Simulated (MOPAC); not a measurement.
A run for MOPAC: PM7 on BFH5N (a complex), monomers drawn apart or pushed together.

```
PM7 1SCF PRECISE CHARGE=0 THREADS=1
BFH5N

B     -0.12648168 1    -0.37308079 1     1.43733706 1
F      0.93690420 1     0.37918232 1     0.92206819 1
H     -1.22100995 1     0.09350058 1     1.20949699 1
H     -0.02571032 1    -1.56617162 1     1.25309006 1
N      0.00858196 1    -0.22562454 1     3.33889628 1
H     -0.04167218 1     0.75779513 1     3.59290235 1
H      0.91579101 1    -0.58127507 1     3.62976242 1
H     -0.71573727 1    -0.72964576 1     3.84247699 1
```

Program output:

```
*******************************************************************************
 **                                                                           **
 **                              MOPAC v23.2.5                                **
 **                                                                           **
 *******************************************************************************
 ** MOPAC's Digital Object Identifier: https://doi.org/10.5281/zenodo.6511958 **
 **                                                                           **
 ** Please cite the open-source release paper for use of this MOPAC version:  **
 ** J. E. Moussa and J. J. P. Stewart (2026)                                  **
 ** MOPAC: An open-source semiempirical molecular orbital program             **
 ** J. Open Source Softw., 11(119), 8025, https://doi.org/10.21105/joss.08025 **
 *******************************************************************************

                              PM7 CALCULATION RESULTS

 *******************************************************************************
 *  PM7        - The PM7 Hamiltonian to be used
 *
 *
 *
 *                 CHARGE ON SYSTEM = 0
 *
 *
 *
 *  PRECISE    - TIGHTER CRITERIA TO BE USED
 *  1SCF       - DO 1 SCF AND THEN STOP
 *  THREADS=1  - MULTI-THREADING NOT USED
 *  T=         - A TIME OF 172800.0 SECONDS REQUESTED
 *  DUMP=N     - RESTART FILE WRITTEN EVERY 7200.0 SECONDS REQUESTED
 *******************************************************************************
PM7 1SCF PRECISE CHARGE=0 THREADS=1
 BFH5N

   ATOM   CHEMICAL          X               Y               Z
  NUMBER   SYMBOL      (ANGSTROMS)     (ANGSTROMS)     (ANGSTROMS)

     1       B         -0.12648168  *  -0.37308079  *   1.43733706  *
     2       F          0.93690420  *   0.37918232  *   0.92206819  *
     3       H         -1.22100995  *   0.09350058  *   1.20949699  *
     4       H         -0.02571032  *  -1.56617162  *   1.25309006  *
     5       N          0.00858196  *  -0.22562454  *   3.33889628  *
     6       H         -0.04167218  *   0.75779513  *   3.59290235  *
     7       H          0.91579101  *  -0.58127507  *   3.62976242  *
     8       H         -0.71573727  *  -0.72964576  *   3.84247699  *



          CARTESIAN COORDINATES

    NO.       ATOM           X           Y           Z

     1         B         -0.1265     -0.3731      1.4373
     2         F          0.9369      0.3792      0.9221
     3         H         -1.2210      0.0935      1.2095
     4         H         -0.0257     -1.5662      1.2531
     5         N          0.0086     -0.2256      3.3389
     6         H         -0.0417      0.7578      3.5929
     7         H          0.9158     -0.5813      3.6298
     8         H         -0.7157     -0.7296      3.8425

 General Reference for PM7:
 "Optimization of Parameters for Semiempirical Methods VI: More Modifications to the
 NDDO Approximations and Re-optimization of Parameters", J. J. P. Stewart, J. Mol. Mod., 1:32, 19 (2013)
 https://link.springer.com/article/10.1007/s00894-012-1667-x

           Empirical Formula: H5 N B F  =     8 atoms



      MOLECULAR POINT GROUP   :   Cs


      RHF CALCULATION, NO. OF DOUBLY OCCUPIED LEVELS = 10


 -------------------------------------------------------------------------------
 PM7 1SCF PRECISE CHARGE=0 THREADS=1
 BFH5N



     1SCF WAS SPECIFIED, SO BFGS WAS NOT USED
     SCF FIELD WAS ACHIEVED


                              PM7 CALCULATION
                                                       MOPAC v23.2.5 Linux




          FINAL HEAT OF FORMATION =        -95.81869 KCAL/MOL =    -400.90541 KJ/MOL


          COSMO AREA              =         88.13 SQUARE ANGSTROMS
          COSMO VOLUME            =         68.35 CUBIC ANGSTROMS

          IONIZATION POTENTIAL    =         10.456792 EV
          HOMO LUMO ENERGIES (EV) =        -10.457  1.048
          NO. OF FILLED LEVELS    =         10
          MOLECULAR WEIGHT        =         48.8546         POINT GROUP:  Cs

          MOLECULAR DIMENSIONS (Angstroms)

            Atom       Atom       Distance
            H     8    F     2     3.53405
            H     7    H     3     3.06737
            H     4    H     6     2.94848


          SCF CALCULATIONS        =          1





   ATOM   CHEMICAL          X               Y               Z
  NUMBER   SYMBOL      (ANGSTROMS)     (ANGSTROMS)     (ANGSTROMS)

     1       B         -0.12648168  *  -0.37308079  *   1.43733706  *
     2       F          0.93690420  *   0.37918232  *   0.92206819  *
     3       H         -1.22100995  *   0.09350058  *   1.20949699  *
     4       H         -0.02571032  *  -1.56617162  *   1.25309006  *
     5       N          0.00858196  *  -0.22562454  *   3.33889628  *
     6       H         -0.04167218  *   0.75779513  *   3.59290235  *
     7       H          0.91579101  *  -0.58127507  *   3.62976242  *
     8       H         -0.71573727  *  -0.72964576  *   3.84247699  *

                             CARTESIAN COORDINATES

   1    B       -0.126481680    -0.373080790     1.437337060
   2    F        0.936904200     0.379182320     0.922068190
   3    H       -1.221009950     0.093500580     1.209496990
   4    H       -0.025710320    -1.566171620     1.253090060
   5    N        0.008581960    -0.225624540     3.338896280
   6    H       -0.041672180     0.757795130     3.592902350
   7    H        0.915791010    -0.581275070     3.629762420
   8    H       -0.715737270    -0.729645760     3.842476990


           Empirical Formula: H5 N B F  =     8 atoms



      MOLECULAR POINT GROUP   :   Cs


                  EIGENVALUES
 -37.96509 -37.35246 -17.93797 -17.89452 -15.80529 -14.59526 -14.38172 -13.51481
 -11.81078 -10.45679   1.04803   3.13270   3.53185   4.40068   5.05082   5.07687
   7.14791


              NET ATOMIC CHARGES AND DIPOLE CONTRIBUTIONS

  ATOM NO.   TYPE          CHARGE      No. of ELECS.   s-Pop       p-Pop
    1          B          -0.020528        3.0205     0.72093     2.29959
    2          F          -0.370103        7.3701     1.95541     5.41470
    3          H           0.043974        0.9560     0.95603
    4          H           0.043995        0.9560     0.95601
    5          N          -0.475730        5.4757     1.55251     3.92322
    6          H           0.259322        0.7407     0.74068
    7          H           0.259299        0.7407     0.74070
    8          H           0.259771        0.7402     0.74023
 DIPOLE           X         Y         Z       TOTAL
 POINT-CHG.    -1.740    -1.123     4.900     5.320
 HYBRID         0.682     0.523     1.188     1.466
 SUM           -1.058    -0.601     6.088     6.209


          ATOMIC ORBITAL ELECTRON POPULATIONS

     Atom    s        px        py        pz
    1  B   0.72093   0.88626   1.02513   0.38820
    2  F   1.95541   1.69304   1.84060   1.88106
    3  H   0.95603
    4  H   0.95601
    5  N   1.55251   1.21477   1.21697   1.49148
    6  H   0.74068
    7  H   0.74070
    8  H   0.74023

 **********************
 *                    *
 * JOB ENDED NORMALLY *
 *                    *
 **********************




 == MOPAC DONE ==
```

The run finished.

Cost: very roughly 0.010 core-seconds.
